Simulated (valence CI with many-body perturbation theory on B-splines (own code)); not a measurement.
# Pt LXXIII: magnetic and hyperfine properties of the levels

Computed by valence CI with perturbative core correlation (CI+MBPT): four valence electrons over a frozen Dirac-Fock core [He], radial functions for each j: 11 s, 11 p, 9 d, 7 f, 5 g, 2 h, 1 i, with the one-electron correlation potential Σ1, the two-electron term Σ2, the three-electron term Σ3, Breit, model QED; selected CI, second order for the rest (own B-spline code, finite nucleus).

No measured spectrum was set against this ion. As an estimate, large intervals hold to a few tenths of a per cent, small ones and those within an open d or f shell to about a per cent. Among the levels kept, up to 310 cm⁻¹ of a level comes from second order outside the variational space, and about a tenth of that is noise between levels of different J, which matters for small intervals.

A/g_I is the dipole constant over the nuclear g factor μ/I (μ in nuclear magnetons, uniformly magnetised nucleus), B/Q the quadrupole constant per barn. Both hold the static response of the core; the bare values leave it out. Large factors of s and p1/2 electrons are usually good to 5 to 10 %; those of open d and f shells near neutrality can be off by tens of per cent, and small factors of p3/2, d and f electrons come from cancelling terms and can be off by a factor of two or in sign, in half-filled shells by more. B is blank for J = 1/2, where it vanishes, and for nearly pure S terms. Energies count from the lowest level. Levels with J = 0 are left out.

Levels are named by their leading jj configuration (3d3/2^4 stands for four electrons in 3d with j = 3/2), which in mixed levels can hold well under half, so a name can repeat and another be missing. Letters in brackets count levels of one name in rising energy.

```csv
Level,E (Ry),g,A/g_I (MHz),A/g_I bare,B/Q (MHz/b),B/Q bare
(2s^2 2p1/2 2p3/2) J=1,132.64,1.464,-1190000,-1160000,1000000,1000000
(2s^2 2p1/2 2p3/2) J=2,133.98,1.128,3190000,3200000,1910000,1910000
(2s 2p1/2^2 2p3/2) J=2,156.90,1.482,8080000,8030000,1940000,1940000
(2s 2p1/2^2 2p3/2) J=1,163.85,1.112,-6130000,-6020000,1110000,1110000
(2s^2 2p3/2^2) J=2,268.68,1.288,1010000,1030000,86900,86900
(2s 2p1/2 2p3/2^2) J=2 [a],287.30,1.543,5680000,5650000,256000,256000
(2s 2p1/2 2p3/2^2) J=3,290.65,1.288,7230000,7190000,-5380,-5430
(2s 2p1/2 2p3/2^2) J=1 [a],297.56,1.296,-7590000,-7460000,-506000,-506000
(2s 2p1/2 2p3/2^2) J=2 [b],298.18,1.040,-594000,-538000,-178000,-178000
(2s 2p1/2 2p3/2^2) J=1 [b],298.55,1.284,1.89e+07,1.87e+07,293000,294000
(2p1/2^2 2p3/2^2) J=2,323.83,1.299,948000,990000,83000,83100
(2s 2p3/2^3) J=2,428.11,1.434,8180000,8130000,-2030000,-2040000
(2s 2p3/2^3) J=1,434.95,1.147,-6200000,-6080000,-893000,-894000
(2p1/2 2p3/2^3) J=1,457.83,1.465,-1260000,-1190000,-995000,-997000
(2p1/2 2p3/2^3) J=2,459.18,1.117,3180000,3200000,-2080000,-2080000
(2s^2 2p1/2 3s) J=1,867.14,1.296,9230000,9180000,-15600,-15600
(2s^2 2p1/2 3p1/2) J=1,873.95,0.628,6420000,6390000,-3730,-3730
(2s 2p1/2^2 3s) J=1,889.15,1.991,1.90e+07,1.88e+07,6170,6180
(2s 2p1/2^2 3p1/2) J=1,896.91,1.327,1.62e+07,1.61e+07,-6690,-6690
(2s^2 2p1/2 3p3/2) J=2,914.95,1.141,2680000,2680000,602000,603000
(2s^2 2p1/2 3p3/2) J=1,915.02,1.495,-2000000,-1990000,302000,303000
(2s^2 2p1/2 3d3/2) J=2,920.06,0.738,2600000,2590000,122000,123000
(2s^2 2p1/2 3d3/2) J=1,922.06,0.825,-2220000,-2210000,53300,53700
(2s^2 2p1/2 3d5/2) J=2,931.28,1.283,-1340000,-1340000,119000,120000
(2s^2 2p1/2 3d5/2) J=3,931.62,1.089,1700000,1690000,114000,115000
(2s 2p1/2^2 3p3/2) J=2,937.47,1.486,7390000,7320000,583000,584000
(2s 2p1/2^2 3p3/2) J=1,937.86,1.141,-7020000,-6930000,308000,308000
(2s 2p1/2^2 3d3/2) J=1,942.50,0.473,-7190000,-7110000,53600,54000
(2s 2p1/2^2 3d3/2) J=2,942.95,1.100,7450000,7380000,104000,104000
(2s 2p1/2^2 3d5/2) J=3,953.46,1.322,4990000,4940000,107000,108000
(2s 2p1/2^2 3d5/2) J=2,954.81,1.035,-4780000,-4730000,88900,89600
```

Task: Take the isotope of mass number 195, with I = 1/2, μ = 0.6073 μN. What is the hyperfine structure of (2s^2 2p1/2 2p3/2) J=2?

Result: From the table A = 3880000 MHz. Shifts from the centre of gravity in MHz: F = 3/2: -5820000, F = 5/2: 3880000.
